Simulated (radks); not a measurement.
Results of a calculation; reference values are marked as such.
How relativity changes the ionisation of the rubidium ion Rb29+ ([He] 2s2 2p4) to Rb30+ ([He] 2s2 2p3). Spin-unpolarised spherical Kohn-Sham, LDA (Slater exchange, Perdew-Wang correlation), point nucleus unless stated (finite: rms radius 4.2036 fm), a radial shooting solver on a logarithmic mesh with Libxc functionals. A level marked "c x" has the speed of light scaled by that factor and shares open shells by 2j + 1; other Dirac levels either fill j = l - 1/2 first or share by 2j + 1.

| level | E(Rb29+) (hartree) | E(Rb30+) (hartree) | IE (eV) | HOMO | <r> HOMO (bohr) |
|---|---|---|---|---|---|
| non-rel. | -2189.88679 | -2063.69880 | 3433.7 | 2p | 0.1496 |
| scalar-rel. | -2226.71705 | -2099.49182 | 3462.0 | 2p | 0.1478 |
| scalar-rel., finite nucleus | -2226.68993 | -2099.46462 | 3462.0 | 2p | 0.1478 |
| Dirac, 2j+1 shares | -2226.87192 | -2099.61057 | 3463.0 | 2p3/2 | 0.1489 |
| Dirac, low j first | -2228.51482 | -2102.14423 | 3438.7 | 2p3/2 | 0.1489 |
| Dirac, 2j+1 shares, finite nucleus | -2226.84478 | -2099.58335 | 3463.0 | 2p3/2 | 0.1489 |
| Dirac, c x 1.25 | -2213.24310 | -2086.37551 | 3452.2 | 2p3/2 | 0.1491 |
| Dirac, c x 3 | -2193.86484 | -2067.56067 | 3436.9 | 2p3/2 | 0.1495 |
| Dirac, c x 10 | -2190.24353 | -2064.04512 | 3434.0 | 2p3/2 | 0.1496 |

NIST Atomic Spectra Database: 3443 eV (semi-empirical). The relativistic part of the total energy of Rb29+ is -36.96 hartree (Dirac, 2j+1 shares, finite nucleus), 1.7 % of the non-relativistic value. Spin polarisation and multiplet splitting of open shells are left out at every level.

Beside tabulated values, note that relativity, absent from the non-relativistic runs, is large for the heavy elements, and spin-unpolarised runs miss the spin-polarisation part of the exchange energy of open shells.
